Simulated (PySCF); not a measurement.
# Correlation energy of Br⁴⁺ (bromine, charge +4)

Starting occupation: [Ar] 3d10 4s2 4p1, 4p1/2 with m_j = +1/2. Computed with PySCF 2.14 in x2c-TZVPall-2c (6s7p4d1f, 54 functions), with X2C-1e with screened-nucleus spin-orbit coupling, Gaussian nucleus. Frozen: [Ne]; 21 electrons correlated.

MP2 pair energies summed by pair of shells (mhartree):

```csv
pair,energy,share (%)
3d3/2-3d5/2,-42.48,14.7
3d5/2-3p3/2,-31.30,10.8
3d5/2-3d5/2,-29.44,10.2
4s1/2-4s1/2,-24.24,8.4
3d3/2-3p3/2,-21.46,7.4
4p1/2-4s1/2,-19.07,6.6
3d5/2-3p1/2,-14.52,5.0
3p1/2-3p3/2,-12.26,4.2
3d3/2-3d3/2,-12.01,4.2
3p3/2-3p3/2,-11.37,3.9
3d5/2-4s1/2,-10.13,3.5
3d5/2-3s1/2,-10.07,3.5
3d3/2-3p1/2,-8.85,3.1
3p3/2-3s1/2,-7.10,2.5
3d3/2-3s1/2,-6.68,2.3
3d3/2-4s1/2,-6.63,2.3
3d5/2-4p1/2,-3.92,1.4
3p3/2-4s1/2,-3.58,1.2
3p1/2-3s1/2,-3.37,1.2
3d3/2-4p1/2,-2.74,0.9
3p1/2-3p1/2,-2.17,0.8
3p3/2-4p1/2,-1.54,0.5
3p1/2-4s1/2,-1.39,0.5
3s1/2-3s1/2,-1.25,0.4
3s1/2-4s1/2,-0.79,0.3
3p1/2-4p1/2,-0.47,0.2
3s1/2-4p1/2,-0.38,0.1
```

Total MP2 correlation energy: -289.21 mhartree.

This basis was not built for core-valence correlation, so the inner-shell part is incomplete.
